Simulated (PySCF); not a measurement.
# C₆ coefficients of unlike pairs at PBE0

Calculated with PySCF 2.14 from the dipole response of each species, C₆(A,B) = (3/π) ∫ α_A(iu) α_B(iu) du, in atomic units, from isotropic polarisabilities. For ions this is the dispersion term alone; charge-induced terms of lower order in 1/R come first.

```json
{"species": "Cr⁺", "configuration": "[Ar] 3d5 (6S)", "basis": "aug-cc-pVDZ-DK (7s6p4d2f)", "relativity": "spin-free X2C", "α (bohr³)": "12.52", "C₆ (like pair)": "45.07"}
{"species": "Sn³⁺", "configuration": "[Kr] 4d10 5s1 (2S)", "basis": "def2-QZVPPD with the def2 core potential (28 electrons) (8s6p5d4f1g)", "relativity": "core potential", "α (bohr³)": "9.186", "C₆ (like pair)": "36.42"}
{"species": "In⁺", "configuration": "[Kr] 4d10 5s2 (1S)", "basis": "aug-cc-pVTZ-PP with one added diffuse shell each of d, f type with ECP28MDF (6s5p5d3f)", "relativity": "core potential", "α (bohr³)": "24.62", "C₆ (like pair)": "162.0"}
{"species": "Be²⁺", "configuration": "1s2 (1S)", "basis": "dyall-av2z (11s7p2d)", "relativity": "none", "α (bohr³)": "0.05410", "C₆ (like pair)": "0.01172"}
```

(1) Estimate C₆ for In⁺ with Sn³⁺.

No spin-orbit coupling is included.

The other pairs:

```
      pair      C₆
 Be²⁺, In⁺  0.7670
  In⁺, Cr⁺   84.44
 Sn³⁺, Cr⁺   40.11
 Be²⁺, Cr⁺  0.4809
Be²⁺, Sn³⁺  0.4865
```

## Answers

(1) The integral gives 73.81. The combination rule 2 C_A C_B / (C_A α_B/α_A + C_B α_A/α_B) gives 74.65 and the geometric mean 76.81.
